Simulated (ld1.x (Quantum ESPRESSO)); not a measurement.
# Before and after: PAW potential for selenium (Se)

ld1.x (Quantum ESPRESSO) 7.5 input, shortened:

```
&input
   title='Se', zed=34., rel=1, dft='PZ', iswitch=3,
   config='[Ar] 3d10 4s1.75 4p4.25'
 /
 &inputp
   pseudotype=3, lpaw=.true., tm=.true., lloc=-1, rcloc=0.95,
   nlcc=.true., new_core_ps=.true., rcore=0.65,
   which_augfun='BESSEL', rmatch_augfun=0.60
 /
6
4S  1  0   1.75   0.00  1.25  1.60  0.0
4S  1  0   0.00  -0.30  1.25  1.60  0.0
3P  2  1   6.00   0.00  0.80  0.95  0.0
4P  3  1   4.25   0.00  0.80  0.95  0.0
3D  3  2  10.00   0.00  0.95  1.20  0.0
3D  3  2   0.00  -3.10  0.95  1.20  0.0
 &test
   configts(1)='3p6 3d10 4s1.75 4p4.25'
 /
```

All-electron outer shells of the reference configuration (LDA (PZ), scalar-relativistic, ld1.x):

```json
{"shell": "2p", "level (eV)": "-1413.33", "outermost node (bohr)": "–", "outermost maximum (bohr)": "0.13"}
{"shell": "3s", "level (eV)": "-213.08", "outermost node (bohr)": "0.24", "outermost maximum (bohr)": "0.50"}
{"shell": "3p", "level (eV)": "-153.11", "outermost node (bohr)": "0.21", "outermost maximum (bohr)": "0.50"}
{"shell": "3d", "level (eV)": "-53.79", "outermost node (bohr)": "–", "outermost maximum (bohr)": "0.45"}
{"shell": "4s", "level (eV)": "-17.70", "outermost node (bohr)": "0.70", "outermost maximum (bohr)": "1.51"}
{"shell": "4p", "level (eV)": "-6.82", "outermost node (bohr)": "0.74", "outermost maximum (bohr)": "1.80"}
```

Change: local potential all-electron potential smoothed inside 0.72 bohr (lloc = -1).

Cutoffs: the cutoffs (Ry, on a coarse ladder) from which the occupation-weighted sum of valence levels, in a spherical-Bessel basis at the reference potential, stays within 10 and 1 mRy of its value at 400 Ry; they do not see the model core or the augmentation charge, which bear on the density cutoff. Errors are all-electron minus pseudo energies relative to the spin-unpolarised reference configuration.

Q: What does the change do?

A: Both files keep a bound ghost (s); of the 9 tests that both files solve, the error grows in 7 and shrinks in 1 by more than 15 % and 0.3 meV (median size 0.6 → 2.7 meV).

```csv
quantity,base,changed
"cutoffs, loose and tight","160 Ry, 260 Ry",not determined
bound ghosts,s,"s (p not tested, overlap not positive)"
"error for 3p6 3d10 4s2 4p4, meV [ΔE -2.71 eV]",+0.6,+1.9
"error for 3p6 3d10 4s2 4p3, meV [ΔE 8.30 eV]",-0.2,+2.7
"error for 3p6 3d10 4s2 4p2, meV [ΔE 28.85 eV]",-2.4,+3.0
"error for 3p6 3d9 4s2 4p5, meV [ΔE 49.09 eV]",-98,-59
"error for 3p6 3d10 4s1 4p4, meV [ΔE 19.88 eV]",+2.1,+14
"error for 3p6 3d10 4s0 4p6, meV [ΔE 19.38 eV]",+27,+109
"error for 3p6 3d10 4s2 4p3.5, meV [ΔE 1.67 eV]",+0.3,+2.4
"error for 3p6 3d10 4s1.75 4p4.25 (spin-polarised), meV [ΔE -0.61 eV]",+0.1,0.0
"error for 3p6 3d10 4s2 4p4 (spin-polarised), meV [ΔE -3.31 eV]",+0.6,+2.1
s: phases at 1.74 bohr within 0.05 rad from the reference energy up to (Ry; the scan ends near 5),to the end of the scan,to the end of the scan
p: phases at 1.74 bohr within 0.05 rad from the reference energy up to (Ry; the scan ends near 5),to the end of the scan,to the end of the scan
d: phases at 1.74 bohr within 0.05 rad from the reference energy up to (Ry; the scan ends near 5),to the end of the scan,to the end of the scan
lowest overlap eigenvalue by channel,"s 0.28, p 0.16, d 1.00","s 0.14, p -0.50, d 1.00"
```

Changed file: the overlap operator is not positive definite in a basis up to 400 Ry (lowest eigenvalue p -0.50), so the file is unfit for use: the generalised eigenproblem breaks down once the basis is large enough, and its test numbers describe a broken file. A true bound ghost makes a file unfit for plane-wave use even where its test errors are small: the radial tests pick states by their node count and pass the ghost by.
